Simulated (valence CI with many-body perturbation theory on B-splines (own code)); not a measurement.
Sm⁵⁶⁺: calculated level list

Calculated by valence CI with perturbative core correlation (CI+MBPT): four valence electrons over a frozen Dirac-Fock core [He], a basis of 11 s, 11 p, 10 d, 8 f, 5 g, 2 h functions for each j, with the one-electron correlation potential Σ1 (screened to all orders), the two-electron term Σ2, the three-electron term Σ3, Breit, model QED; selected single and double excitations, second order for the rest, scaled by the run's own slope (own B-spline code, finite nucleus).

No measured spectrum was set against this ion. As an estimate, large intervals hold to a few tenths of a per cent, small ones and those within an open d or f shell to about a per cent. Among the levels kept, up to 900 cm⁻¹ of a level comes from second order outside the variational space, and about a tenth of that is noise between levels of different J, which matters for small intervals.

Levels 181 to 208 of 208, with energies above the lowest level, (2s^2 2p1/2^2) J=0. "Leading %" is the weight of the configuration and term that name the level; weights of strongly mixed levels are sums over their largest components and can fall short, so below about 35 % the name and the second component can differ from the true leading terms, or belong to a minority configuration. In the jj column 3d3/2^4 stands for four electrons in 3d with j = 3/2. Lifetimes count E1, E2, E3, M1 and M2 decay at the calculated energies, and are blank where another channel may lead or the interval is too uncertain; long ones can be off by a factor of two.

| No. | Configuration | Term | J | E (eV) | Leading % | Leading jj | Lifetime | g |
| --- | --- | --- | --- | --- | --- | --- | --- | --- |
| 181 | 2s 2p2 3d | 3D | 1 | 8817.2 | 68 | 2s 2p3/2^2 3d3/2 (95 %) | 1.66 fs | 0.727 |
| 182 | 2s 2p2 3d | 3P | 0 | 8822.8 | 70 | 2s 2p3/2^2 3d3/2 (85 %) | 1.00 fs |  |
| 183 | 2s 2p2 3d | 3F | 4 | 8846.1 | 64 | 2s 2p3/2^2 3d5/2 (97 %) | 101 fs | 1.180 |
| 184 | 2s 2p2 3d | 3D | 3 | 8848.6 | 76 | 2s 2p3/2^2 3d5/2 (98 %) | 38.3 fs | 1.280 |
| 185 | 2s 2p2 3d | 3D | 3 | 8854.1 | 47 | 2s 2p3/2^2 3d5/2 (98 %) | 1.13 fs | 1.231 |
| 186 | 2s 2p2 3d | 1D | 2 | 8861.4 | 51 | 2s 2p3/2^2 3d5/2 (96 %) | 7.82 fs | 1.066 |
| 187 | 2s 2p2 3d | 3P | 1 | 8864.5 | 38 | 2s 2p3/2^2 3d5/2 (96 %) | 1.14 fs | 1.183 |
| 188 | 2s 2p2 3d | 1D | 2 | 8877.7 | 38 | 2s 2p3/2^2 3d5/2 (94 %) | 736 as | 1.132 |
| 189 | 2p3 3p | 5P | 3 | 8899.2 | 54 | 2p1/2 2p3/2^2 3p3/2 (99 %) | 4.95 fs | 1.384 |
| 190 | 2p3 3p | 3P | 2 | 8901.6 | 38 | 2p1/2 2p3/2^2 3p3/2 (98 %) | 4.31 fs | 1.416 |
| 191 | 2p3 3p | 3P | 0 | 8901.9 | 99 | 2p1/2 2p3/2^2 3p3/2 (98 %) | 4.42 fs |  |
| 192 | 2p3 3p | 1P | 1 | 8916.1 | 48 | 2p1/2 2p3/2^2 3p3/2 (98 %) | 4.39 fs | 0.985 |
| 193 | 2p3 3p | 3D | 3 | 8921.3 | 68 | 2p1/2 2p3/2^2 3p3/2 (99 %) | 4.96 fs | 1.209 |
| 194 | 2p3 3p | 3F | 4 | 8922.2 | 98 | 2p1/2 2p3/2^2 3p3/2 (98 %) | 5.15 fs | 1.229 |
| 195 | 2p3 3p | 3P | 1 | 8946.9 | 77 | 2p1/2 2p3/2^2 3p3/2 (99 %) | 4.67 fs | 1.442 |
| 196 | 2p3 3p | 1D | 2 | 8959.1 | 51 | 2p1/2 2p3/2^2 3p3/2 (99 %) | 4.91 fs | 1.146 |
| 197 | 2p3 3d | 5D° | 1 | 8966.4 | 46 | 2p1/2 2p3/2^2 3d3/2 (99 %) | 9.65 fs | 1.024 |
| 198 | 2p3 3d | 3F° | 2 | 8967.9 | 40 | 2p1/2 2p3/2^2 3d3/2 (98 %) | 11.8 fs | 1.068 |
| 199 | 2p3 3d | 5D° | 0 | 8968.9 | 54 | 2p1/2 2p3/2^2 3d3/2 (98 %) | 6.16 fs |  |
| 200 | 2p3 3d | 3G° | 3 | 8973.8 | 39 | 2p1/2 2p3/2^2 3d3/2 (98 %) | 6.27 fs | 1.081 |
| 201 | 2p3 3p | 3P | 1 | 8976.0 | 50 | 2p1/2 2p3/2^2 3p3/2 (100 %) | 4.64 fs | 1.489 |
| 202 | 2p3 3p | 3D | 2 | 8979.0 | 45 | 2p1/2 2p3/2^2 3p3/2 (99 %) | 4.62 fs | 1.143 |
| 203 | 2p3 3d | 3G° | 4 | 8987.6 | 52 | 2p1/2 2p3/2^2 3d3/2 (100 %) | 170 fs | 1.035 |
| 204 | 2p3 3d | 3F° | 3 | 9001.7 | 40 | 2p1/2 2p3/2^2 3d3/2 (98 %) | 1.28 fs | 1.144 |
| 205 | 2p3 3d | 3P° | 2 | 9003.2 | 35 | 2p1/2 2p3/2^2 3d3/2 (96 %) | 1.26 fs | 1.216 |
| 206 | 2p3 3d | 3P° | 1 | 9008.8 | 34 | 2p1/2 2p3/2^2 3d3/2 (93 %) | 1.15 fs | 1.348 |
| 207 | 2p3 3d | 5D° | 4 | 9013.4 | 54 | 2p1/2 2p3/2^2 3d5/2 (100 %) | 162 fs | 1.284 |
| 208 | 2p3 3d | 3D° | 3 | 9015.6 | 52 | 2p1/2 2p3/2^2 3d5/2 (99 %) | 31.6 fs | 1.301 |
